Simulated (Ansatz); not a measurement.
**C5H11AlS: where a starting geometry ends**

The starting geometry of this gas-phase singlet was optimised with GFN2-xTB; its bonds are those of `C[C]1(C)CC[S][AlH]1`.

```yaml
atoms:
  - { symbol: C, position_ang: [-2.2429, 0.8673, 0.3245] }
  - { symbol: C, position_ang: [-1.7603, -0.5670, 0.0702] }
  - { symbol: C, position_ang: [-0.3352, -0.7052, 0.6317] }
  - { symbol: C, position_ang: [-2.7011, -1.5613, 0.7883] }
  - { symbol: C, position_ang: [-2.5069, -3.0116, 0.3408] }
  - { symbol: Al, position_ang: [-1.9876, -1.2353, -1.8359] }
  - { symbol: S, position_ang: [-2.7023, -3.2784, -1.4880] }
  - { symbol: H, position_ang: [-1.6273, 1.5791, -0.2238] }
  - { symbol: H, position_ang: [-2.1842, 1.1147, 1.3859] }
  - { symbol: H, position_ang: [-3.2754, 0.9955, -0.0015] }
  - { symbol: H, position_ang: [-0.3218, -0.5073, 1.7057] }
  - { symbol: H, position_ang: [0.3333, 0.0053, 0.1468] }
  - { symbol: H, position_ang: [0.0629, -1.7065, 0.4634] }
  - { symbol: H, position_ang: [-3.7391, -1.2767, 0.5806] }
  - { symbol: H, position_ang: [-2.5550, -1.5272, 1.8735] }
  - { symbol: H, position_ang: [-3.2562, -3.6547, 0.8005] }
  - { symbol: H, position_ang: [-1.5212, -3.3829, 0.6165] }
  - { symbol: H, position_ang: [-1.7885, -0.5144, -3.1690] }
```

**Question.** Predict what becomes of its bonds when it is optimised with B3LYP/def2-SVP.

**Answer.** It keeps its bonds, and is `C[C]1(C)CC[S][AlH]1`.

The energy falls by 0.11 eV over 7 steps:

```json
{"step": "1", "E − E(last) (eV)": "0.108"}
{"step": "2", "E − E(last) (eV)": "0.016"}
{"step": "3", "E − E(last) (eV)": "0.003"}
{"step": "4", "E − E(last) (eV)": "0.001"}
{"step": "5", "E − E(last) (eV)": "0.000"}
{"step": "6", "E − E(last) (eV)": "0.000"}
{"step": "7", "E − E(last) (eV)": "0.000"}
```

Final geometry (Å):

```xyz
18

C    -2.2747    0.8769    0.3431
C    -1.7925   -0.5584    0.0797
C    -0.3323   -0.7046    0.5596
C    -2.7089   -1.5770    0.8050
C    -2.5371   -3.0373    0.3607
Al   -1.9427   -1.2002   -1.8062
S    -2.6134   -3.2578   -1.4972
H    -1.6492    1.6221   -0.1764
H    -2.2333    1.1195    1.4233
H    -3.3170    1.0363    0.0177
H    -0.2534   -0.4873    1.6433
H     0.3429   -0.0015    0.0428
H     0.0744   -1.7194    0.4074
H    -3.7636   -1.2911    0.6417
H    -2.5426   -1.5265    1.9010
H    -3.3323   -3.6693    0.7820
H    -1.5749   -3.4521    0.6979
H    -1.6581   -0.5390   -3.2152
```

No frequencies were run, so the end isn't proven a minimum. Run with Ansatz 0.2.0, 25 s on 4 threads of Arm Neoverse V2 (shared host).
